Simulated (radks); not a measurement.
Species: Ba II. Configuration: [Xe] 6s1 (the NIST ground configuration). Calculated with a radial shooting solver on a logarithmic mesh with Libxc functionals: scalar-relativistic Kohn-Sham, r2SCAN, spin-unpolarised, spherical densities, finite nucleus; meta-GGA in the generalised Kohn-Sham scheme; Fermi nuclear charge, rms radius 4.8378 fm.

Unscreened Slater integrals over Kohn-Sham orbitals (eV). Empty in this configuration: 5d.

\begin{tabular}{lr}
integral & value \\ \hline
F0(6s,6s) & 5.4847 \\
F0(6s,5p) & 6.7751 \\
G1(6s,5p) & 0.50525 \\
F0(6s,5s) & 6.8776 \\
G0(6s,5s) & 0.28215 \\
F0(6s,4d) & 7.2059 \\
G2(6s,4d) & 0.18641 \\
F0(6s,5d) & 6.2264 \\
G2(6s,5d) & 1.9794 \\
F0(5p,5p) & 12.837 \\
F2(5p,5p) & 6.9326 \\
F0(5p,5s) & 13.721 \\
G1(5p,5s) & 9.1931 \\
F0(5p,4d) & 16.049 \\
F2(5p,4d) & 4.5358 \\
G1(5p,4d) & 1.3160 \\
G3(5p,4d) & 1.2630 \\
F0(5p,5d) & 9.5469 \\
F2(5p,5d) & 4.3370 \\
G1(5p,5d) & 4.8628 \\
G3(5p,5d) & 2.9867 \\
F0(5s,5s) & 14.873 \\
F0(5s,4d) & 18.185 \\
G2(5s,4d) & 2.0495 \\
F0(5s,5d) & 9.8623 \\
G2(5s,5d) & 2.9459 \\
F0(4d,4d) & 30.633 \\
F2(4d,4d) & 15.604 \\
F4(4d,4d) & 10.420 \\
F0(4d,5d) & 10.629 \\
F2(4d,5d) & 1.8513 \\
F4(4d,5d) & 0.74426 \\
G0(4d,5d) & 0.39635 \\
G2(4d,5d) & 0.47138 \\
G4(4d,5d) & 0.38567 \\
F0(5d,5d) & 7.9543 \\
F2(5d,5d) & 4.0193 \\
F4(5d,5d) & 2.6131 \\
\end{tabular}
